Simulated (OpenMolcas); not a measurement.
## Fe2+ in KZnF3: curves along the breathing mode

Fe2+ with its 6 nearest fluoride ions, on the Zn site of KZnF3 (a = 4.054 Å, distance in the model lattice 2.027 Å). The rest of the host is ab initio model potentials to 7.6 Å, with orthogonalisation functions on the cations behind the ligands, and point charges beyond; the distance is set by hand and nothing relaxes. Ligand basis ANO-RCC-VDZP.

```json
{
  "Program": "OpenMolcas",
  "Method": "CASSCF",
  "Basis": "ANO-RCC-VDZP [5s4p2d1f]",
  "Scalar Hamiltonian": "DKH2, point nucleus",
  "Active space": "6 electrons in 5 orbitals (3d)",
  "State averaging": "2S+1 = 5 even, 5 roots; 2S+1 = 3 even, 45 roots; 2S+1 = 1 even, 50 roots",
  "Spin-orbit coupling": "RASSI with atomic mean-field integrals over the reference wave functions"
}
```

Spin-free energies (labels of O, the rotations of Oh) in cm-1 above the lowest fitted minimum, as all ligands move together:

| R (Å) | 5T2 | 5E | 3T1 | 3T2 | 1A1 | 3T1(2) | 3T2(2) |
| --- | --- | --- | --- | --- | --- | --- | --- |
| 1.931 | 5530 | 17310 | 19390 | 23770 | 20430 | 28570 | 30810 |
| 1.977 | 1640 | 12060 | 16700 | 20700 | 18960 | 24690 | 27060 |
| 2.022 | 90 | 9330 | 16130 | 19770 | 19430 | 23140 | 25620 |
| 2.068 | 590 | 8790 | 17510 | 20780 | 21720 | 23650 | 26250 |
| 2.113 | 3040 | 10330 | 20680 | 23620 | 25670 | 26090 | 28810 |
| 2.159 | 7500 | 13990 | 25780 | 28400 | 31460 | 30550 | 33370 |
| 2.204 | 13850 | 19640 | 32660 | 34990 | 38920 | 36900 | 39800 |

Cubic fits give the following; the wavenumber is harmonic, with the mass of all moving ligands, small differences in it between states hang on the degree of the fit, a number in brackets counts states of one label, and the table is a selection of at most 14 states with clean curves.

```csv
State,R0 (Å),Breathing mode (cm-1),Minimum (cm-1)
5T2,2.035,545,0
5E,2.057,558,8680
3T1,2.014,529,16100
3T2,2.022,529,19760
1A1,1.989,511,18940
3T1(2),2.034,544,23050
3T2(2),2.032,544,25570
3E,2.039,541,26100
3T1(3),2.038,544,26770
1T1,2.012,528,25920
3T2(3),2.045,542,30960
3A2,2.049,552,31140
3T1(4),2.054,558,32110
1T2,2.030,537,31920
```

The minimum of 5E is shifted by +0.0221 Å against 5T2 (from the unrounded fits). With M = 114.0 u for the moving shell, the Huang-Rhys factor in this mode is S = M ω ΔR² / 2ħ = 0.01483 × 114.0 × 545 × 0.0221² = 0.45. Only the first shell moves, against a rigid host.

An orbital triplet at a regular site is open to Jahn-Teller coupling, which can distort the site and quench the lowest spin-orbit gaps and is left out. Without dynamic correlation the repulsion within the d shell is too large (B by tens of per cent), so at a given field states of lower spin stand too high. Ligand-to-metal charge-transfer states are missing. With no ligand orbital active B as a rule stays too high, so bands that hang on it stand too high and its fall with covalency is understated. With metal d orbitals alone and no dynamic correlation 10Dq can be off by a tenth to a fifth, either way, in oxide and fluoride hosts. No measured value stands beside these numbers.
